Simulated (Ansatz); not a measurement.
MoSe₂⁺, relaxed as a doublet with UKS PBE-D4/def2-TZVP in Ansatz, starting from the GFN2-xTB geometry. Force threshold 0.02 eV/Å.

In the def2 sets Mo takes a core potential; there is no spin–orbit coupling. The charge 1 doublet is spin-contaminated (final ⟨S²⟩ up to 1.80, 0.75 for a pure state). The relaxation made no stability test and no search for a lower SCF solution. No other spin state of charge 1 was run. Another isomer (doublet) lies 0.76 eV lower at PBE0-D4/def2-TZVP; other spin states weren't run for this one.

Start:

Cartesian coordinates in Å:
```
Mo -1.661 -1.116 0.041
Se 1.122 1.496 -0.575
Se 0.539 -0.380 0.534
```

| step | energy (eV) | largest force component (eV/Å) | SCF passes |
| --- | --- | --- | --- |
| 1 | -132527.4505 | 0.629 | 78 |
| 2 | -132527.6297 | 0.416 | 45 |
| 3 | -132528.0023 | 1.111 | 44 |
| 4 | -132528.5796 | 1.360 | 43 |
| 5 | -132528.9999 | 1.450 | 44 |
| 6 (rejected) | -132528.9620 | 1.976 | 39 |
| 7 | -132529.0881 | 0.229 | 34 |
| 8 | -132529.0906 | 0.009 | 32 |

Force components are those of the run's own axes.

End:

```xyz
3

Mo   -1.2783   -0.4882   -0.2417
Se    0.4456    1.1166   -0.6131
Se    0.8326   -0.6284    0.8547
```

Bonds formed: Mo1–Se2 (atoms count from 1).

No frequencies were taken in this run, so the end may be a saddle point.

Hardware: 4 threads of Arm Neoverse V2 on a shared host. Wall time 21 s.
